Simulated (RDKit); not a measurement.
Input for RDKit: MMFF94 on NH3 (SMILES N).

```python
from rdkit import Chem
from rdkit.Chem import AllChem, rdDetermineBonds

blocks = [
'''4

N     0.00000000   -0.00002166    0.27906864
H    -0.00000000    0.94280068   -0.09306197
H     0.81651180   -0.47143951   -0.09305334
H    -0.81651180   -0.47143951   -0.09305334
''',
]
mol = None
for b in blocks:
    f = Chem.MolFromXYZBlock(b)
    rdDetermineBonds.DetermineBonds(f, charge=0)
    mol = f if mol is None else Chem.CombineMols(mol, f)
Chem.SanitizeMol(mol)
print(Chem.MolToSmiles(Chem.RemoveHs(mol)))
ff = AllChem.MMFFGetMoleculeForceField(mol, AllChem.MMFFGetMoleculeProperties(mol), nonBondedThresh=100.0, ignoreInterfragInteractions=False)
e = ff.CalcEnergy()
print(f'MMFF94 energy {e:.6f} kcal/mol')
```

Output:

```
N
MMFF94 energy 0.089140 kcal/mol
```

The run finished.

Cost: around 0.03 core-seconds (rough).
